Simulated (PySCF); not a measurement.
SrCl, SMILES [Sr][Cl], multiplicity 2. The structure is a stationary point at B3LYP-D3(BJ)/def2-TZVPD. The multiplicity is an assumed one; other spin states were not compared. The def2 effective core potentials stand for the cores of Sr; spin–orbit coupling is left out.

All values below come from PySCF with B3LYP-D3(BJ)/def2-TZVPD.

Harmonic wavenumbers (cm⁻¹): 289. Rotational constants (GHz): 2.954 (linear); symmetry number 1.

Question: Work out the zero-point energy and the ideal-gas rigid-rotor harmonic-oscillator thermochemistry at 298.15 K and 1 atm.

Answer: ZPE = ½ Σ hcν = ½ × 289 cm⁻¹ = 0.41 kcal/mol. H − E(el) = 2.76 kcal/mol. Entropy in cal/(mol K): translation 40.34, rotation 17.19, vibration 1.48, spin 1.38, total 60.39. G − E(el) = -15.25 kcal/mol. Cp = 8.65 cal/(mol K).
